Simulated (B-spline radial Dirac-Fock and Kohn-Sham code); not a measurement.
**What relativity does to the binding energies of Yb⁴¹⁺**

System: ytterbium as Yb⁴¹⁺, configuration [Ar] 3d10 4s1.

Both columns are ΔSCF binding energies of the configuration average from an atomic code on a B-spline grid: non-relativistic Hartree-Fock with a point nucleus, and Dirac-Fock with a finite nucleus and the Coulomb interaction alone, averaged over the two j levels with weights 2j+1.

```
shell  Hartree-Fock (eV)  Dirac-Fock (eV)  shift (eV)  shift (%)
   1s            59144.9          63599.1    +4454.20      +7.53
   2s            11279.5          12465.8    +1186.36     +10.52
   2p            10854.4          11257.2     +402.82      +3.71
   3p             3740.3           3864.7     +124.47      +3.33
   3d             3396.3           3396.0       -0.29      -0.01
   4s             1927.4           2036.6     +109.15      +5.66
```

Relativity binds 1s, 2s, 2p, 3p, 4s more strongly, among those listed most of all 2s in relative terms, and 3d more weakly, because the contracted s and p shells screen the nucleus better.

Values without a named source are computed, but for edge energies of neutral atoms, which are taken from tables.
